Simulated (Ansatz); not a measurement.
A made-up structure of H$_{3}$SeO (charge +1), singlet:

```json
{"atom": "O1", "x (Å)": "-0.3661", "y (Å)": "-0.4936", "z (Å)": "0.0533"}
{"atom": "Se2", "x (Å)": "1.0673", "y (Å)": "0.7790", "z (Å)": "0.1605"}
{"atom": "H3", "x (Å)": "2.3077", "y (Å)": "0.0350", "z (Å)": "0.5940"}
{"atom": "H4", "x (Å)": "-0.1624", "y (Å)": "-1.3138", "z (Å)": "-0.4292"}
{"atom": "H5", "x (Å)": "0.2854", "y (Å)": "1.7082", "z (Å)": "-0.6762"}
```

It is relaxed with PBE-D4/def2-SVP and then PBE0-D4/def2-TZVP (Ansatz 0.2.0). Atoms count as bonded within 1.22 times the sum of their covalent radii (H–H: 0.88 Å). The end point is not checked to be a true minimum.

Does its bonding change? (A judgement: the text doesn't fix the answer.)

The calculation gives: No: no bond forms or breaks.

Where it ends: The first stage lowers the energy by 2.58 eV in 8 steps. It ends as H₃SeO ([OH][SeH2]), total charge +1:
```xyz
5
angstrom
O -0.2788 -0.6090 0.2589
Se 0.7307 0.7650 0.5417
H 2.0781 0.1996 0.2548
H -0.0809 -1.0798 -0.5676
H 0.6827 1.4389 -0.7853
```

Labels in which every atom is bracketed show which atoms are joined, not bond orders.

For scale, one of the runs: PBE0-D4/def2-TZVP relaxation, 97 basis functions, launched by `ansatz run in.yaml --threads 2 --pin off --events-out ev --progress --plain --max-ram 4352MiB`. The run took about 9 s on 2 CPU threads of an Arm Neoverse V1 (shared host).
